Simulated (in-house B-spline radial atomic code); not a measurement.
Computed with a B-spline radial atomic code. Model: two electrons, singlet ground state, non-relativistic, full CI in B-splines with partial waves to l = 8 (at full coupling up to 3e-4 hartree above the limit, correlation up to 0.6 % small), density held at that of full coupling by Lieb maximisation.

W(λ) is the mean repulsion in the state of coupling λ less the Hartree energy of the fixed density. Its start is exact exchange, its initial slope is twice the second-order Görling-Levy correlation energy, and its area from 0 to 1 is E_xc. A straight curve means weak, dynamic correlation, and a curve that drops fast and flattens means strong correlation.

Command:
```bash
python run_ac.py task.json out
```
Settings (lengths in bohr, energies in hartree):
```
potential              yukawa
strength               3.81
lmax                   8
second                 0.36
```

Cost of the run: 6.3 s on 1 thread of Intel(R) Xeon(R) Processor @ 2.30GHz, on a shared host.

**W = mean repulsion less Hartree energy, and W of three functionals.**

Given: confinement screened point charge; nuclear charge 3.81; screening of the nucleus 0.36 1/bohr; external potential -Z exp(-k r)/r.

Computed: LDA exchange minus exact 299.49 millihartree; SCAN exchange minus exact -5.1098 millihartree.

```tsv
coupling	W xc (hartree)	W xc minus exchange (millihartree)	kinetic minus Kohn-Sham (millihartree)	LDA (PW92) W minus its exchange (millihartree)	PBE W minus its exchange (millihartree)	SCAN W minus its exchange (millihartree)
0	-2.1365	0	0	0	0	0
0.02	-2.1384	-1.884	0	-13.64	-1.84	-1.84
0.05	-2.1412	-4.695	0.1	-28.58	-4.62	-4.55
0.12	?	?	?	?	?	?
0.25	-2.1595	-22.982	2.8	-96.5	-23.27	-21.89
0.4	?	?	?	?	?	?
0.6	-2.1897	-53.204	15.6	-176.41	-55.04	-49.91
0.8	-2.206	-69.528	27	-212.65	-72.43	-64.87
1	-2.2217	-85.214	41.2	-244.73	-89.22	-79.17
1.4	-2.2513	-114.81	76.6	-300.12	-121.02	-106.02
2	-2.2917	-155.22	145.1	-368.42	-164.6	-142.58
3	-2.3501	-213.65	290.3	-457.92	-227.89	-195.57
4.5	-2.4215	-284.98	555.6	-558.7	-305.93	-261.11
7	-2.5102	-373.69	1059.3	-678.03	-405.34	-344.9
10	-2.5852	-448.66	1690	-778.08	-493	-418.46
```

**Question.** What belongs in the row 0.12?

**Answer.** W xc (hartree): -2.1477; W xc minus exchange (millihartree): -11.184; kinetic minus Kohn-Sham (millihartree): 0.7; LDA (PW92) W minus its exchange (millihartree): -56.24; PBE W minus its exchange (millihartree): -11.15; SCAN W minus its exchange (millihartree): -10.76.

**Question.** What belongs in the row 0.4?

**Answer.** W xc (hartree): -2.1727; W xc minus exchange (millihartree): -36.202; kinetic minus Kohn-Sham (millihartree): 7.1; LDA (PW92) W minus its exchange (millihartree): -134.23; PBE W minus its exchange (millihartree): -37.07; SCAN W minus its exchange (millihartree): -34.21.

**Question.** What is the PBE exchange minus exact?

**Answer.** 34.629 millihartree.

**Energy parts, natural occupations and partial-wave weights.**

Computed: exchange energy -2.1365 hartree; correlation energy -0.044064 hartree; kinetic part of the DFT correlation energy 0.041151 hartree; initial slope twice GL2 -0.094424 hartree; Hartree energy 4.273 hartree; Kohn-Sham kinetic 12.058 hartree; Lieb Oxford ratio E_xc over LDA exchange 1.187.

| natural | occupation of the shell (electrons) |
| --- | --- |
| s | 1.9959 |
| p | 0.0021542 |
| s | ? |
| d | 0.00010851 |
| p | 7.9196e-05 |
| s | 3.4833e-05 |

**Question.** What belongs in the row s?

**Answer.** occupation of the shell (electrons): 0.0016257.

| wave | weight |
| --- | --- |
| s | 0.99881 |
| p | 0.0011207 |
| d | 6.099e-05 |
| f | ? |
| g | 2.0721e-06 |

**Question.** What belongs in the row f?

**Answer.** weight: 8.8038e-06.

**Question.** What is the kinetic part over minus potential part?

**Answer.** 0.48291.

**Question.** What is the total energy?

**Answer.** -9.7495 hartree.

Half-way to full coupling W has made 52 % of its drop, against 50 % for a straight line, and second-order (GL2) theory, half the initial slope, overshoots the correlation energy by about 7 %: correlation is weak here. Over couplings 0 to 1 the errors in E_xc come to about +197 millihartree for LDA, +33 millihartree for PBE, -2.4 millihartree for SCAN, so SCAN is nearest. In LDA and PBE and SCAN the errors of exchange and correlation have opposite signs, so the sum is smaller than the larger of the two.
